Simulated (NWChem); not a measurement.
System: C₄H₃F; SMILES C#C/C=C\F

```xyz
8

C      0.5414     2.2075     0.0000
C     -0.1240     1.1773     0.0000
C     -0.9249     0.0070     0.0000
C     -0.4477    -1.2587     0.0000
F      0.8561    -1.5410     0.0000
H      1.1364     3.1097     0.0000
H     -2.0224     0.1175     0.0000
H     -1.0876    -2.1564     0.0000
```
Atoms are numbered in this order, from 1.

Results from NWChem. Coordinates come from a PBE-D3(BJ)/def2-SVP optimisation. Total energies of different functionals are on different scales.

| level | energy (Ha) | highest occupied level (eV) | orbital gap (eV) | dipole (D) |
|---|---|---|---|---|
| B3LYP/def2-SVP | -253.7815 | -6.69 | 5.64 | 1.28 |
| PBE/def2-SVP | -253.4874 | -5.80 | 4.04 | 1.17 |
| BLYP/def2-SVP | -253.7124 | -5.59 | 4.02 | 1.15 |
| PBE0/def2-SVP | -253.4941 | -6.96 | 6.07 | 1.32 |
| PW6B95/def2-SVP | -254.0822 | -7.03 | 6.24 | 1.32 |
| PW91/def2-SVP | -253.6902 | -5.84 | 4.04 | 1.17 |
| MPW1K/def2-SVP | -253.6896 | -7.81 | 7.54 | 1.42 |
| BHandHLYP/def2-SVP | -253.6399 | -7.91 | 8.11 | 1.44 |
